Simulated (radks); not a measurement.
Values are calculated unless marked as measured or tabulated.
How relativity changes the ionisation of neutral magnesium ([Ne] 3s2) to Mg+ ([Ne] 3s1). Spin-unpolarised spherical Kohn-Sham, PBE, point nucleus unless stated (finite: rms radius 3.057 fm), a radial shooting solver on a logarithmic mesh with Libxc functionals. A level marked "c x" has the speed of light scaled by that factor.

| level | E(Mg) (hartree) | E(Mg+) (hartree) | IE (eV) | HOMO | <r> HOMO (bohr) |
|---|---|---|---|---|---|
| non-rel. | -199.95512 | -199.66301 | 7.949 | 3s | 3.155 |
| scalar-rel. | -200.27984 | -199.98731 | 7.960 | 3s | 3.150 |
| scalar-rel., finite nucleus | -200.27974 | -199.98721 | 7.960 | 3s | 3.150 |
| Dirac | -200.27996 | -199.98743 | 7.960 | 3s1/2 | 3.150 |
| Dirac, finite nucleus | -200.27986 | -199.98734 | 7.960 | 3s1/2 | 3.150 |
| Dirac, c x 0.85 | -200.40539 | -200.11270 | 7.965 | 3s1/2 | 3.149 |
| Dirac, c x 1.25 | -200.16273 | -199.87035 | 7.956 | 3s1/2 | 3.152 |
| Dirac, c x 100 | -199.95515 | -199.66304 | 7.949 | 3s1/2 | 3.155 |

NIST Atomic Spectra Database: 7.646 eV (measured). The relativistic part of the total energy of Mg is -0.3247 hartree (Dirac, finite nucleus), 0.16 % of the non-relativistic value. Spin polarisation and multiplet splitting of open shells are left out at every level.

Beside tabulated values, note that spin-unpolarised runs miss the spin-polarisation part of the exchange energy of open shells.
